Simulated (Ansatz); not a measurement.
ClH3Si (SMILES [SiH3]Cl) moved off its minimum; all values from Ansatz (a program for electronic structure), cores frozen in correlated methods.
(charge 0, multiplicity 1)
```xyz
5

Si    -0.9189     0.0299    -0.1047
Cl     1.0262     0.0914     0.1028
H     -1.3254    -0.9947    -1.0566
H     -1.4755     1.4037    -0.4488
H     -1.5214    -0.4054     1.4408
```

```
level                    largest force (eV/Å)  on atom  rms difference from CCSD(T)/aug-cc-pV(T+d)Z (eV/Å)  dipole (D)
-----------------------  --------------------  -------  --------------------------------------------------  ----------
HF/def2-TZVPP                            4.46      Si1                                               0.122        0.91
PBE/def2-TZVPP                           3.99      Si1                                               0.146        0.71
r2SCAN/def2-TZVPP                        4.00      Si1                                               0.111        0.75
B3LYP/def2-TZVPP                         4.15      Si1                                               0.028        0.78
wB97M-V/def2-TZVPP                       4.16      Si1                                               0.072        0.78
MP2/aug-cc-pV(T+d)Z                      4.29      Si1                                               0.069        0.80
CCSD(T)/aug-cc-pV(T+d)Z                  4.23      Si1                                               0.000        0.78
```

The differences count from one level among others, with limits of its own. Forces at CCSD(T)/aug-cc-pV(T+d)Z (eV/Å):

| atom | Fx | Fy | Fz |
|---|---|---|---|
| Si1 | -3.356 | 0.123 | 2.571 |
| Cl2 | 2.343 | 0.113 | 0.048 |
| H3 | -0.059 | -0.156 | -0.308 |
| H4 | 0.310 | -0.734 | 0.061 |
| H5 | 0.762 | 0.654 | -2.371 |
